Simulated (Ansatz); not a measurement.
H2Se2 (SMILES [SeH][SeH]) moved off its minimum; all values from Ansatz (a first-principles code), cores frozen in correlated methods.
(charge 0, multiplicity 1)
```xyz
4

Se     0.3284    -0.9266     0.6280
H     -0.1973    -1.9196    -0.3195
Se    -0.3004     0.9534    -0.6343
H     -1.6040     1.1256    -0.0867
```

```csv
level,largest force (eV/Å),on atom,rms difference from CCSD(T)/aug-cc-pVTZ (eV/Å),dipole (D)
HF/def2-TZVPP,0.91,Se3,0.289,0.99
PBE/def2-TZVPP,1.49,Se3,0.143,0.84
r2SCAN/def2-TZVPP,1.24,Se3,0.115,0.90
B3LYP/def2-TZVPP,1.25,Se3,0.019,0.84
wB97M-V/def2-TZVPP,1.16,Se3,0.188,0.87
MP2/aug-cc-pVTZ,1.15,Se3,0.130,0.83
CCSD(T)/aug-cc-pVTZ,1.27,Se3,0.000,0.81
```

The differences count from one level among others, with limits of its own. Forces at CCSD(T)/aug-cc-pVTZ (eV/Å):

```
atom      Fx      Fy      Fz
----  ------  ------  ------
Se1   -0.023   0.023   0.105
H2    -0.023  -0.074  -0.051
Se3    1.125  -0.014  -0.581
H4    -1.079   0.064   0.527
```
